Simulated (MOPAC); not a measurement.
A run for MOPAC: PM3 on H4InNO (SMILES [NH2][InH][OH]), a point of a torsion scan.

```
PM3 1SCF PRECISE CHARGE=0 THREADS=1
H4InNO

N      1.43391486 1    -0.67022432 1     0.10022091 1
In    -0.16755432 1     0.58356554 1     0.43518679 1
O      0.49339252 1     2.39287821 1     0.76064641 1
H      1.99515921 1    -0.62134101 1     0.95095784 1
H      1.99311522 1    -0.17505934 1    -0.59564516 1
H     -1.84420350 1     0.28964462 1     0.45722162 1
H     -0.10227468 1     3.11792577 1     0.93499716 1
```

Output:

```
*******************************************************************************
 **                                                                           **
 **                              MOPAC v23.2.5                                **
 **                                                                           **
 *******************************************************************************
 ** MOPAC's Digital Object Identifier: https://doi.org/10.5281/zenodo.6511958 **
 **                                                                           **
 ** Please cite the open-source release paper for use of this MOPAC version:  **
 ** J. E. Moussa and J. J. P. Stewart (2026)                                  **
 ** MOPAC: An open-source semiempirical molecular orbital program             **
 ** J. Open Source Softw., 11(119), 8025, https://doi.org/10.21105/joss.08025 **
 *******************************************************************************

                              PM3 CALCULATION RESULTS

 *******************************************************************************
 *  PM3        - The PM3 Hamiltonian to be used
 *
 *
 *
 *                 CHARGE ON SYSTEM = 0
 *
 *
 *
 *  PRECISE    - TIGHTER CRITERIA TO BE USED
 *  1SCF       - DO 1 SCF AND THEN STOP
 *  THREADS=1  - MULTI-THREADING NOT USED
 *  T=         - A TIME OF 172800.0 SECONDS REQUESTED
 *  DUMP=N     - RESTART FILE WRITTEN EVERY 7200.0 SECONDS REQUESTED
 *******************************************************************************
PM3 1SCF PRECISE CHARGE=0 THREADS=1
 H4InNO

   ATOM   CHEMICAL          X               Y               Z
  NUMBER   SYMBOL      (ANGSTROMS)     (ANGSTROMS)     (ANGSTROMS)

     1       N          1.43391486  *  -0.67022432  *   0.10022091  *
     2      In         -0.16755432  *   0.58356554  *   0.43518679  *
     3       O          0.49339252  *   2.39287821  *   0.76064641  *
     4       H          1.99515921  *  -0.62134101  *   0.95095784  *
     5       H          1.99311522  *  -0.17505934  *  -0.59564516  *
     6       H         -1.84420350  *   0.28964462  *   0.45722162  *
     7       H         -0.10227468  *   3.11792577  *   0.93499716  *



          CARTESIAN COORDINATES

    NO.       ATOM           X           Y           Z

     1         N          1.4339     -0.6702      0.1002
     2        In         -0.1676      0.5836      0.4352
     3         O          0.4934      2.3929      0.7606
     4         H          1.9952     -0.6213      0.9510
     5         H          1.9931     -0.1751     -0.5956
     6         H         -1.8442      0.2896      0.4572
     7         H         -0.1023      3.1179      0.9350

  H: (PM3): J. J. P. STEWART, J. COMP. CHEM. 10, 209 (1989).
  N: (PM3): J. J. P. STEWART, J. COMP. CHEM. 10, 209 (1989).
  O: (PM3): J. J. P. STEWART, J. COMP. CHEM. 10, 209 (1989).
 In: (PM3): J. J. P. STEWART, J. COMP. CHEM. 12, 320-341 (1991).

           Empirical Formula: H4 N O In  =     7 atoms



      MOLECULAR POINT GROUP   :   Cs


      RHF CALCULATION, NO. OF DOUBLY OCCUPIED LEVELS = 9


 -------------------------------------------------------------------------------
 PM3 1SCF PRECISE CHARGE=0 THREADS=1
 H4InNO



     1SCF WAS SPECIFIED, SO BFGS WAS NOT USED
     SCF FIELD WAS ACHIEVED


                              PM3 CALCULATION
                                                       MOPAC v23.2.5 Linux




          FINAL HEAT OF FORMATION =         -3.09893 KCAL/MOL =     -12.96593 KJ/MOL


          COSMO AREA              =        100.24 SQUARE ANGSTROMS
          COSMO VOLUME            =         82.28 CUBIC ANGSTROMS

          IONIZATION POTENTIAL    =          9.933749 EV
          HOMO LUMO ENERGIES (EV) =         -9.934 -2.420
          NO. OF FILLED LEVELS    =          9
          MOLECULAR WEIGHT        =        148.8577         POINT GROUP:  Cs

          MOLECULAR DIMENSIONS (Angstroms)

            Atom       Atom       Distance
            H     7    H     4     4.28738
            H     6    H     5     3.29504
            H     6    H     4     1.39304


          SCF CALCULATIONS        =          1





   ATOM   CHEMICAL          X               Y               Z
  NUMBER   SYMBOL      (ANGSTROMS)     (ANGSTROMS)     (ANGSTROMS)

     1       N          1.43391486  *  -0.67022432  *   0.10022091  *
     2      In         -0.16755432  *   0.58356554  *   0.43518679  *
     3       O          0.49339252  *   2.39287821  *   0.76064641  *
     4       H          1.99515921  *  -0.62134101  *   0.95095784  *
     5       H          1.99311522  *  -0.17505934  *  -0.59564516  *
     6       H         -1.84420350  *   0.28964462  *   0.45722162  *
     7       H         -0.10227468  *   3.11792577  *   0.93499716  *

                             CARTESIAN COORDINATES

   1    N        1.433914860    -0.670224320     0.100220910
   2   In       -0.167554320     0.583565540     0.435186790
   3    O        0.493392520     2.392878210     0.760646410
   4    H        1.995159210    -0.621341010     0.950957840
   5    H        1.993115220    -0.175059340    -0.595645160
   6    H       -1.844203500     0.289644620     0.457221620
   7    H       -0.102274680     3.117925770     0.934997160


           Empirical Formula: H4 N O In  =     7 atoms



      MOLECULAR POINT GROUP   :   Cs


                  EIGENVALUES
 -35.56564 -27.66638 -16.80443 -15.42345 -15.35868 -12.76581 -12.07852 -11.47787
  -9.93375  -2.41977  -0.32194  -0.04945   1.36703   3.84991   4.71877   5.07632


              NET ATOMIC CHARGES AND DIPOLE CONTRIBUTIONS

  ATOM NO.   TYPE          CHARGE      No. of ELECS.   s-Pop       p-Pop
    1          N           0.007596        4.9924     1.47322     3.51919
    2         In           0.105557        2.8944     1.17361     1.72083
    3          O          -0.453910        6.4539     1.75838     4.69553
    4          H           0.050027        0.9500     0.94997
    5          H           0.047446        0.9526     0.95255
    6          H           0.035234        0.9648     0.96477
    7          H           0.208050        0.7919     0.79195
 DIPOLE           X         Y         Z       TOTAL
 POINT-CHG.    -0.589    -1.970    -0.330     2.082
 HYBRID         0.371     2.612     0.577     2.701
 SUM           -0.218     0.642     0.248     0.722


          ATOMIC ORBITAL ELECTRON POPULATIONS

     Atom    s        px        py        pz
    1  N   1.47322   1.03308   1.44115   1.04495
    2 In   1.17361   0.88512   0.54732   0.28840
    3  O   1.75838   1.60018   1.34277   1.75258
    4  H   0.94997
    5  H   0.95255
    6  H   0.96477
    7  H   0.79195

 **********************
 *                    *
 * JOB ENDED NORMALLY *
 *                    *
 **********************




 == MOPAC DONE ==
```

The run finished.

Cost: about 0.010 core-seconds (a rough figure).
